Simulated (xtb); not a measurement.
xtb input:

```bash
xtb mol.xyz --gfn 2 --sp --chrg 0 --uhf 0
```
mol.xyz:
```
18

C      2.55019524    -0.17713440    -0.02550029
C      1.13854011    -0.64267488    -0.20346383
C      0.02169370     0.08751292    -0.23382089
C     -0.01830150     1.58444994    -0.09763968
C     -1.32054479    -0.58008564    -0.40971188
C     -2.24630246    -0.43967619     0.80422641
H      2.99502359    -0.62478543     0.86860053
H      3.17155275    -0.48860569    -0.87059676
H      2.63548184     0.90382861     0.07071613
H      1.02748482    -1.71829226    -0.31878792
H     -0.60572647     2.02427917    -0.90927340
H      0.96965149     2.03852763    -0.11485842
H     -0.50320171     1.88304900     0.83580681
H     -1.82215177    -0.15110559    -1.28533748
H     -1.16809339    -1.63987358    -0.62464721
H     -2.48756066     0.60418819     1.01043230
H     -1.77724524    -0.85805533     1.69709819
H     -3.18689703    -0.96750533     0.63630811
```

Q: Predict the final energy.

A: -18.94294 Eh (GFN2-xTB).
